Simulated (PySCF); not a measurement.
# Working out the ionisation energy of Re⁺

Re⁺ [Xe] 4f14 5d5 6s1 (7S) → Re²⁺ [Xe] 4f14 5d5 (6S). All numbers are calculated (PySCF 2.14, scalar relativity through the core potential, in def2-QZVPPD with the def2 core potential (60 electrons)). Frozen: 5s2 5p6. Energies in hartree (1 hartree = 27.21139 eV):

```tsv
part	Re⁺ (lower)	Re²⁺ (upper)
UHF	-77.318293	-76.742328
CCSD correlation	-0.084180	-0.060419
(T)	-0.001796	-0.000819
```

Task: What does Hartree-Fock give?

Result: (-76.742328) − (-77.318293) = 0.575965 hartree = 15.673 eV.

Task: What do CCSD and CCSD(T) give?

Result: The CCSD correlation energies differ by 0.023761 hartree = 0.647 eV and the triples by 0.000977 hartree = 0.027 eV, so CCSD gives 16.320 eV and CCSD(T) 16.347 eV.

Reference: 16.6 ± 0.5 eV (semi-empirical (NIST evaluation); NIST Atomic Spectra Database, ionization energies).

What remains against the reference includes basis incompleteness, the frozen core and higher excitations.
